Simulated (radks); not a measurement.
Neutral oxygen inside a hard spherical wall (all orbitals vanish at R), configuration held at [He] 2s2 2p4 and not refilled when levels cross. Method: non-relativistic Kohn-Sham, r2SCAN, spin-polarised, spherical densities, point nucleus; open shells are filled with parallel spins first; meta-GGA in the generalised Kohn-Sham scheme; computed with a radial shooting solver on a logarithmic mesh with Libxc functionals. Eigenvalues in eV for spin up, with the zero of energy where the potential of the charges vanishes at infinity; a dash marks a level that is unbound or too diffuse for the functional's potential to be trusted. A positive occupied level is held by the wall or, in an anion where self-interaction has pushed it up, behind a barrier. The pressure on the wall is -dE/dV.

R (bohr)  E (hartree)  kinetic (hartree)    e(1s)    e(2s)    e(2p)  e(3s, empty)  e(3p, empty)  pressure (GPa)
free        -75.03333             74.831  -520.09  -26.933  -10.962             -             -               0
10          -75.03333             74.831  -520.09  -26.933  -10.962         0.959         2.363        < 0.0001
7           -75.03312             74.834  -520.06  -26.909  -10.939         2.617         5.113          0.0162
5           -75.02768             74.873  -519.65  -26.622  -10.638         7.260        11.488           0.907
4           -75.00029             75.039  -518.35  -25.790   -9.714        14.559        20.051            8.88
2.5         -74.39561             77.599  -504.94  -17.230    0.020        63.310        67.451             514
2           -73.09974             81.790  -488.20   -4.568   13.506        122.99        119.88            2620
